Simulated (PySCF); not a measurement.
C$_{2}$H$_{9}$AlN$_{2}$O (SMILES C[NH][Al]([OH])[NH]C), singlet, geometry from GFN2-xTB (such geometries of metal compounds can be far from the true shape). Base run: PySCF with B3LYP/6-31G.

The PySCF input:
```python
from pyscf import gto, scf, dft, solvent

mol = gto.M(
    atom='''
Al    0.14677599    0.35199866    0.27530252
N    -1.32596837   -0.58054063   -0.13463535
C    -2.68319046   -0.46392399    0.37086099
H    -1.25975724   -1.31912126   -0.82255644
H    -3.01417304   -1.38906939    0.85672115
H    -3.39317763   -0.22514640   -0.42939337
H    -2.71520426    0.33833776    1.10633537
N     1.69339446   -0.03984543   -0.53508555
C     2.02848859   -1.03558856   -1.53497360
H     2.50815096    0.50627621   -0.28095027
H     2.78674606   -1.73723797   -1.16827548
H     2.40787640   -0.57372936   -2.45393212
H     1.13472766   -1.60346094   -1.78551133
O     0.10906935    1.56276528    1.38214803
H     0.12039696    2.26482422    2.01416743
''',
    basis='6-31g',
    verbose=4,
)

mf = dft.RKS(mol)
mf.xc = 'b3lyp'
mf.kernel()
```

The base run was repeated with changes; each row names its change, and settings that it needs were set with it.

| change | ΔE vs base (kJ/mol) | dipole (D) | HOMO-LUMO gap (eV) |
|---|---|---|---|
| base | 0.00 | 0.43 | 5.77 |
| model = IEF-PCM; solvent = 2-propanol | -22.51 | 0.39 | 5.81 |
| model = C-PCM; solvent = toluene | -13.97 | 0.40 | 5.80 |
| model = IEF-PCM; solvent = toluene; lebedev_order = 41 | -11.02 | 0.42 | 5.79 |
| model = IEF-PCM; solvent = toluene; vdw_scale = 1.0 | -27.1 | 0.44 | 5.86 |
| model = IEF-PCM; solvent = toluene | -10.92 | 0.42 | 5.79 |
| model = IEF-PCM; solvent = methanol | -23.37 | 0.38 | 5.81 |
| model = ddCOSMO; solvent = toluene | (withheld) | 0.40 | (withheld) |
| model = IEF-PCM; solvent = toluene; lebedev_order = 11 | (withheld) | 0.42 | 5.79 |
| model = IEF-PCM; solvent = toluene; vdw_scale = 1.1 | -16.95 | 0.43 | 5.82 |
| model = IEF-PCM; solvent = acetonitrile | -23.48 | 0.38 | 5.81 |
| model = IEF-PCM; solvent = toluene; vdw_scale = 1.4 | (withheld) | 0.43 | 5.77 |

Task: What belongs in the gaps?

Result: 
- model = ddCOSMO; solvent = toluene, ΔE vs base (kJ/mol): -7.76
- model = ddCOSMO; solvent = toluene, HOMO-LUMO gap (eV): 5.78
- model = IEF-PCM; solvent = toluene; lebedev_order = 11, ΔE vs base (kJ/mol): -10.06
- model = IEF-PCM; solvent = toluene; vdw_scale = 1.4, ΔE vs base (kJ/mol): -4.92

The base is the gas phase, so ΔE is the electrostatic part of solvation at a fixed geometry, without cavity and dispersion terms.
